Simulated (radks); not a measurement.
Results of a calculation; reference values are marked as such.
Q: Ionisation of the aluminium ion Al+, [Ne] 3s2, to Al2+, [Ne] 3s1, under several functionals. Dirac Kohn-Sham, spin-unpolarised, spherical densities, finite nucleus; a radial shooting solver on a logarithmic mesh with Libxc functionals. The NIST Atomic Spectra Database gives 18.829 eV (measured). Rank these functionals by the error of their Delta-SCF ionisation energy: PBEsol; LDA (Slater exchange, Perdew-Zunger correlation); OLYP; B86b exchange with PBE correlation.

A: From best to worst: OLYP 18.925 eV (+0.096); PBEsol 19.171 eV (+0.342); B86b exchange with PBE correlation 19.269 eV (+0.440); LDA (Slater exchange, Perdew-Zunger correlation) 19.377 eV (+0.549). Spin polarisation and multiplet splitting are left out, so open shells lie too high by an amount that depends on their filling.

Beside tabulated values, note that spin-unpolarised runs miss the spin-polarisation part of the exchange energy of open shells.
